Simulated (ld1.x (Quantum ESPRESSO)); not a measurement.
# Reading a pseudo-wave (Cr)

Columns: radius, all-electron u(r) and pseudo u(r) of the 4s shell (level -4.01 eV) of chromium in the configuration [Ne] 3s2 3p6 3d5 4s1 4p0; PBE, scalar-relativistic, ultrasoft scheme, ld1.x (Quantum ESPRESSO) 7.5.

```csv
r (bohr),all-electron,pseudo
0.132,-0.0989,-0.0329
0.265,-0.1090,-0.0662
0.398,0.0637,-0.0999
0.530,0.1995,-0.1339
0.663,0.2464,-0.1687
0.795,0.2179,-0.2039
0.928,0.1427,-0.2399
1.060,0.0463,-0.2759
1.193,-0.0563,-0.3123
1.325,-0.1541,-0.3480
1.458,-0.2435,-0.3833
1.590,-0.3209,-0.4171
1.723,-0.3871,-0.4494
1.855,-0.4414,-0.4791
1.988,-0.4854,-0.5062
2.120,-0.5195,-0.5296
2.252,-0.5452,-0.5492
2.385,-0.5635,-0.5646
2.518,-0.5753,-0.5754
2.650,-0.5814,-0.5814
2.782,-0.5827,-0.5827
2.915,-0.5798,-0.5798
3.048,-0.5734,-0.5734
3.180,-0.5642,-0.5642
3.312,-0.5525,-0.5525
3.445,-0.5388,-0.5388
```

(1) How many radial nodes do the two functions have?

(2) At about which radius was the pseudo-wave matched?

(3) Where does each function peak?

(4) Is the pseudo-wave norm-conserving?

## Answers

(1) The all-electron 4s function has n − l − 1 = 3 (the table is too coarse to show those close to the nucleus); the pseudo-wave has 0, since the states of the same l below it are removed with the core.

(2) 2.65 bohr, where the columns begin to agree (steps of 0.13 bohr).

(3) Outermost all-electron maximum near 2.78 bohr, pseudo maximum near 2.78 bohr (to the table’s step).

(4) No, it belongs to an ultrasoft set: the norm inside the radius is not constrained, and the difference is carried by the augmentation charge.
